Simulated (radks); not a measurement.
Q: Valence configurations of Eu (all share [Xe]). Method: Dirac Kohn-Sham, PBEsol, spin-unpolarised, spherical densities, finite nucleus; open shells fill j = l - 1/2 first; Fermi nuclear charge, rms radius 5.1115 fm; computed with a radial shooting solver on a logarithmic mesh with Libxc functionals. Order these by energy: 4f7 5d2; 4f7 5d1 6s0.5 6p0.5; 4f6 5d1 6s2; 4f7 5d1 6s1; 4f7 6p2; 4f6 6s2 6p1; 4f7 6s2; 4f5 5d2 6s2; 4f6.5 5d0.5 6s2; 4f7 6s1 6p1.

A: From the lowest, in eV above it: 4f7 6s2 0.000; 4f6.5 5d0.5 6s2 0.820; 4f7 5d1 6s1 2.076; 4f7 6s1 6p1 2.362; 4f6 5d1 6s2 2.746; 4f7 5d1 6s0.5 6p0.5 3.145; 4f7 5d2 4.287; 4f6 6s2 6p1 4.620; 4f7 6p2 4.816; 4f5 5d2 6s2 11.095. NIST lists [Xe] 4f7 6s2 as the ground configuration; this level of theory agrees among the configurations tried. The energies are those of spherical spin-averaged densities, not of single terms.
